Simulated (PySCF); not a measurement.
CrCl3, SMILES [Cr]([Cl])([Cl])[Cl] (connectivity only; charge and spin as stated), neutral, multiplicity 4. Atoms are numbered in the order given.

```xyz
4

Cr     0.0000     0.0000     0.0000
Cl     2.1401     0.0000     0.0000
Cl    -1.0701    -1.8534     0.0000
Cl    -1.0701     1.8534     0.0000
```
Charge 0, spin multiplicity 4.

Geometry: B3LYP-D3(BJ)/def2-SVP. The geometry has at least one imaginary mode, so it is a saddle point at that level. The spin state was assumed, not searched.

The numbers are results of PySCF with PBE/def2-TZVPD, not measurements.

Isolated molecule, no solvent.

Computed frontier levels, dipole moment and polarisability:
The α spin, highest occupied and lowest empty level is -6.52 and -5.57 eV and the β spin, highest occupied and lowest empty level is -8.32 and -4.21 eV. The dipole moment comes out as 0.000 e·Å and the quadrupole, principal values (traceless, Buckingham form, about the centre of nuclear charge) comes out as -1.39, -1.39, 2.77 D·Å. The mean static polarisability is 84.2 bohr³ (12.47 Å³). The polarisability, principal values is 54.8, 98.8, 98.8 bohr³ and the ⟨S²⟩ is 3.814 (pure state 3.75).
